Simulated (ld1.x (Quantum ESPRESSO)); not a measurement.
# Configuration tests for Os (PAW)

```
Element                 : Os (Z = 76)
Generator               : ld1.x (Quantum ESPRESSO) 7.5
Type                    : PAW
Functional              : PW91
Relativity              : scalar-relativistic
Frozen core             : [Kr] 4d10 4f14
Valence charge          : 16
Reference configuration : 5s2 5p6 5d6 6s2 6p0
Partial waves           : 5s (bound): rcut 1.35, rcutus 1.45 bohr; 6s (bound): rcut 1.35, rcutus 1.45 bohr; 5p (bound): rcut 2.20, rcutus 2.35 bohr; 6p (bound, empty): rcut 2.20, rcutus 2.35 bohr; 5d (bound): rcut 1.45, rcutus 1.95 bohr; 5d channel at -0.05 Ry: rcut 1.45, rcutus 1.95 bohr
Local potential         : all-electron potential smoothed inside 1.35 bohr (lloc = -2)
Core correction         : a·sin(br)/r model core inside 1.20 bohr
Augmentation charge     : BESSEL, radius 1.05 bohr
```

Energies are relative to the spin-unpolarised reference configuration 5s2 5p6 5d6 6s2 6p0; without spin polarisation the order of configurations can differ from experiment. The frozen-core shift is the all-electron ΔE with the core orbitals held at their reference shape minus the fully relaxed ΔE.

Task: Give the all-electron excitation energy and the error of the potential for: 5s2 5p6 5d6 6s1 6p0; 5s2 5p6 5d6 6s0 6p0; 5s2 5p6 5d5 6s0 6p0; 5s1 5p6 5d6 6s2 6p0; 5s2 5p6 5d7 6s0 6p0; 5s2 5p6 5d6 6s0 6p1; 5s2 5p6 5d7 6s1 6p0.

Result:

```
valence configuration  charge  ΔE all-electron (eV)  error AE − PS (meV)  frozen-core shift (meV)
  5s2 5p6 5d6 6s1 6p0      +1                 9.648                 -3.3                     +3.6
  5s2 5p6 5d6 6s0 6p0      +2                26.642                 -9.0                     +9.0
  5s2 5p6 5d5 6s0 6p0      +3                55.569                  -19                      +17
  5s1 5p6 5d6 6s2 6p0      +1                98.325                 -169                     +169
  5s2 5p6 5d7 6s0 6p0      +1                 9.115                 -7.5                      +12
  5s2 5p6 5d6 6s0 6p1      +1                15.823                 -3.0                     +4.6
  5s2 5p6 5d7 6s1 6p0       0                 0.324                 -4.1                     +7.0
```

ld1.x printed “convergence not achieved” for 5 of the counted tests; their residual had stalled under 1e-8, short of the target of 1e-14.
